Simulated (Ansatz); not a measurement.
Abridged output of a molecular run in Ansatz:

```
Functional definition: HF
1673 factors; integrals over basis functions are off by at most 9.8e-4 eV
mean field evaluation 1: about -21071.1421 eV, gradient 4.6e1 eV
mean field evaluation 2: about -21071.3784 eV, gradient 4.7e1 eV
mean field evaluation 4: about -21076.0364 eV, gradient 4.1e0 eV
mean field evaluation 8: about -21076.1064 eV, gradient 2.2e-1 eV
mean field -21076.10665683 eV, -774.5326337404 hartree, gradient 9.1e-6 eV, S^2 0.000000; 0 other end points of the search recorded, 0 dependent functions left out
13 core orbitals not correlated: weight in the atoms' cores, before any rotation towards them, 1.000 or more for the frozen orbitals, at most 0.000 for the correlated occupied ones
reference -21076.10665683 eV, -774.5326337404 hartree; 16, 16 occupied and 260, 260 virtual orbitals, 1673 factors
second order -24.15585421 eV of doubles, -0.00000000 eV of singles
cycle   1  -24.85175911 eV  change   -7.0e-1 eV  update   1.0e-1
cycle   2  -25.43729423 eV  change   -5.9e-1 eV  update   3.0e-2
cycle   3  -25.55765704 eV  change   -1.2e-1 eV  update   1.4e-2
cycle   4  -25.54724361 eV  change    1.0e-2 eV  update   3.1e-3
cycle   5  -25.54581653 eV  change    1.4e-3 eV  update   1.3e-3
cycle   6  -25.54625517 eV  change   -4.4e-4 eV  update   3.7e-4
cycle   7  -25.54607507 eV  change    1.8e-4 eV  update   1.3e-4
cycle   8  -25.54602968 eV  change    4.5e-5 eV  update   3.9e-5
cycle   9  -25.54604464 eV  change   -1.5e-5 eV  update   1.6e-5
perturbative correction -0.86363860 eV, -0.0317381333 hartree
Total energy: -21102.51634007 eV, -775.5031716983 hartree
```

Its atoms:

Cartesian coordinates in Å:
```
C 1.046 -0.112 1.542
Si -0.524 -0.786 0.832
F -1.734 -0.104 1.637
N -0.654 -0.487 -0.850
Si -0.201 0.897 -1.783
H 1.916 -0.565 1.062
H 1.108 0.971 1.414
H 1.094 -0.326 2.613
H -0.681 -2.247 1.033
H -1.192 -1.182 -1.351
H -1.381 1.546 -2.415
H 0.748 0.533 -2.870
H 0.456 1.862 -0.866
```

(1) Which basis set was used?
A. def2-TZVPPD
B. def2-SVPD
C. def2-TZVPP
D. def2-QZVPP

(2) Write the keys of the input that set method, charge and spin (a neutral closed shell needs none for the last two).

Results:

(1) C. It gives 289 functions.

(2) 
```yaml
correlation: {method: ccsd_t}
```
